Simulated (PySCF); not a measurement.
C4H12BP.
SMILES with atom numbers: `[CH3:1][B:2]([CH3:3])[P:4]([CH3:5])[CH3:6]` (hydrogens: H7, H8, H9 on C1; H10, H11, H12 on C3; H13, H14, H15 on C5; H16, H17, H18 on C6)

Torsions of this conformer, `[CH3:1][B:2]([CH3:3])[P:4]([CH3:5])[CH3:6]`: C1–B2–P4–C5 143°.

The closed-shell ground state was solved at several levels (PySCF, density fitting, gas phase, non-relativistic). One conformer (not necessarily the lowest) at the GFN2-xTB geometry, without solvent, vibrations or thermal averaging.

```
          level  basis functions  HOMO (eV)  LUMO (eV)  gap (eV)  dipole (D)
 PBE0/def2-SVPD              220      -6.27      -0.84      5.43        1.30
B3LYP/def2-SVPD              220      -6.09      -1.03      5.06        1.22
```

Question: Estimate the row for PBE0/pcSseg-1, a basis of 169 functions; the other rows only guide the guess.

Answer: HOMO -6.30 eV, LUMO -0.83 eV, gap 5.47 eV, dipole 1.34 D.

Question: Over all these levels, which gives the widest orbital gap and which the narrowest?

Answer: PBE0/pcSseg-1 (global hybrid, 25 % exact exchange) has the widest, 5.47 eV, and B3LYP/def2-SVPD (global hybrid, 20 % exact exchange) the narrowest, 5.06 eV. Functional and basis both differ between the two, so the spread mixes both effects.

Question: How far do the dipole and the HOMO energy spread over the levels?

Answer: The dipole runs from 1.22 to 1.34 D (mean 1.29 D) and the HOMO from -6.30 to -6.09 eV.
